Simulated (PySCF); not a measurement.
## How methods differ on the ionisation energy of Br²⁺

Br²⁺ [Ar] 3d10 4s2 4p3 (4S) → Br³⁺ [Ar] 3d10 4s2 4p2 (3P), as a difference of total energies. Calculation: PySCF 2.14, in aug-cc-pVTZ-PP with one added diffuse shell each of s, d, f type with ECP10MDF (7s5p5d3f, 68 functions); a scalar-relativistic core potential. Correlated levels: valence: 3s2 3p6 3d10 frozen. The calculations carry no spin-orbit coupling.

```json
{"method": "UHF", "ionisation energy (eV)": "34.637", "difference from reference (eV)": "-0.234"}
{"method": "LDA", "ionisation energy (eV)": "35.186", "difference from reference (eV)": "+0.315"}
{"method": "PBE", "ionisation energy (eV)": "35.018", "difference from reference (eV)": "+0.147"}
{"method": "PBE0", "ionisation energy (eV)": "35.152", "difference from reference (eV)": "+0.281"}
{"method": "r2SCAN", "ionisation energy (eV)": "35.395", "difference from reference (eV)": "+0.524"}
{"method": "CAM-B3LYP", "ionisation energy (eV)": "35.065", "difference from reference (eV)": "+0.194"}
{"method": "B2PLYP", "ionisation energy (eV)": "35.027", "difference from reference (eV)": "+0.156"}
{"method": "r2SCANh", "ionisation energy (eV)": "35.402", "difference from reference (eV)": "+0.531"}
{"method": "M06", "ionisation energy (eV)": "34.904", "difference from reference (eV)": "+0.033"}
{"method": "MP2 (valence)", "ionisation energy (eV)": "35.168", "difference from reference (eV)": "+0.297"}
{"method": "SCS-MP2 (valence)", "ionisation energy (eV)": "35.012", "difference from reference (eV)": "+0.141"}
```

Reference: 34.871 ± 0.019 eV (measured; NIST Atomic Spectra Database, ionization energies).

The reference lies between the lowest fine-structure levels, while these numbers refer to the centres of the terms.

Errors of the correlated levels include the incompleteness of this basis and the frozen core.
